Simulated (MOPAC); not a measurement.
MOPAC input (PM3):

```
PM3 1SCF CHARGE=-1 GEO-OK AUX(PRECISION=9) THREADS=1
C2H5BF

C     1.33692900 1   -0.65545600 1   -0.46726200 1
B     0.12422100 1   -0.00877700 1   -0.00967500 1
C    -1.38545100 1   -0.49669100 1   -0.27697100 1
F     0.14707700 1    1.18294400 1    0.76099900 1
H     2.33889400 1   -0.28092900 1   -0.25704000 1
H     1.32191000 1   -1.56999200 1   -1.05876300 1
H    -1.41889000 1   -1.41570400 1   -0.87077800 1
H    -1.92411500 1   -0.68829200 1    0.66217600 1
H    -1.97147000 1    0.26518500 1   -0.81081700 1
```

From the output:

```
                                                       MOPAC v23.2.5 Linux

          FINAL HEAT OF FORMATION =       -118.44078 KCAL/MOL =    -495.55623 KJ/MOL

          COSMO AREA              =        103.31 SQUARE ANGSTROMS
          COSMO VOLUME            =         86.61 CUBIC ANGSTROMS

          IONIZATION POTENTIAL    =          2.677808 EV
          HOMO LUMO ENERGIES (EV) =         -2.678  8.189
          NO. OF FILLED LEVELS    =         12
          MOLECULAR WEIGHT        =         58.8699         POINT GROUP:  Cs

          MOLECULAR DIMENSIONS (Angstroms)

            Atom       Atom       Distance
            H     8    H     5     4.37997
            H     6    F     4     3.26485
            H     9    H     5     1.71425

          SCF CALCULATIONS        =          1

   ATOM   CHEMICAL          X               Y               Z
  NUMBER   SYMBOL      (ANGSTROMS)     (ANGSTROMS)     (ANGSTROMS)

     1       C          1.33692900  *  -0.65545600  *  -0.46726200  *
     2       B          0.12422100  *  -0.00877700  *  -0.00967500  *
     3       C         -1.38545100  *  -0.49669100  *  -0.27697100  *
     4       F          0.14707700  *   1.18294400  *   0.76099900  *
     5       H          2.33889400  *  -0.28092900  *  -0.25704000  *
     6       H          1.32191000  *  -1.56999200  *  -1.05876300  *
     7       H         -1.41889000  *  -1.41570400  *  -0.87077800  *
     8       H         -1.92411500  *  -0.68829200  *   0.66217600  *
     9       H         -1.97147000  *   0.26518500  *  -0.81081700  *

                             CARTESIAN COORDINATES

   1    C        1.336929000    -0.655456000    -0.467262000
   2    B        0.124221000    -0.008777000    -0.009675000
   3    C       -1.385451000    -0.496691000    -0.276971000
   4    F        0.147077000     1.182944000     0.760999000
   5    H        2.338894000    -0.280929000    -0.257040000
   6    H        1.321910000    -1.569992000    -1.058763000
   7    H       -1.418890000    -1.415704000    -0.870778000
   8    H       -1.924115000    -0.688292000     0.662176000
   9    H       -1.971470000     0.265185000    -0.810817000

           Empirical Formula: C2 H5 B F  =     9 atoms

      MOLECULAR POINT GROUP   :   Cs

                  EIGENVALUES
 -25.73553 -21.36562 -16.77986 -11.60237 -10.72915 -10.61327  -9.23312  -8.34214
  -7.74154  -7.12355  -5.66705  -2.67781   8.18949   9.40174   9.52818   9.84891
  10.13082  10.42748  11.02067  11.93175  12.08340

              NET ATOMIC CHARGES AND DIPOLE CONTRIBUTIONS

  ATOM NO.   TYPE          CHARGE      No. of ELECS.   s-Pop       p-Pop
    1          C          -0.529498        4.5295     1.17764     3.35185
    2          B          -0.184703        3.1847     0.95243     2.23227
    3          C          -0.174828        4.1748     1.12711     3.04772
    4          F          -0.242965        7.2430     1.65100     5.59197
    5          H           0.050067        0.9499     0.94993
    6          H           0.051279        0.9487     0.94872
    7          H           0.014985        0.9850     0.98501
    8          H           0.007832        0.9922     0.99217
    9          H           0.007832        0.9922     0.99217
 DIPOLE           X         Y         Z       TOTAL
 POINT-CHG.    -1.725     0.533     0.400     1.849
 HYBRID        -0.187    -0.256    -0.160     0.355
 SUM           -1.912     0.276     0.240     1.947

          ATOMIC ORBITAL ELECTRON POPULATIONS

     Atom    s        px        py        pz
    1  C   1.17764   1.01962   1.09615   1.23608
    2  B   0.95243   0.80556   0.69870   0.72801
    3  C   1.12711   1.09406   0.98332   0.97034
    4  F   1.65100   1.96939   1.75982   1.86276
    5  H   0.94993
    6  H   0.94872
    7  H   0.98501
    8  H   0.99217
    9  H   0.99217

 **********************
 *                    *
 * JOB ENDED NORMALLY *
 *                    *
 **********************

 == MOPAC DONE ==
```

The dipole moment of an ion depends on the origin.

The geometry given is a B3LYP-D3(BJ)/def2-TZVP minimum.
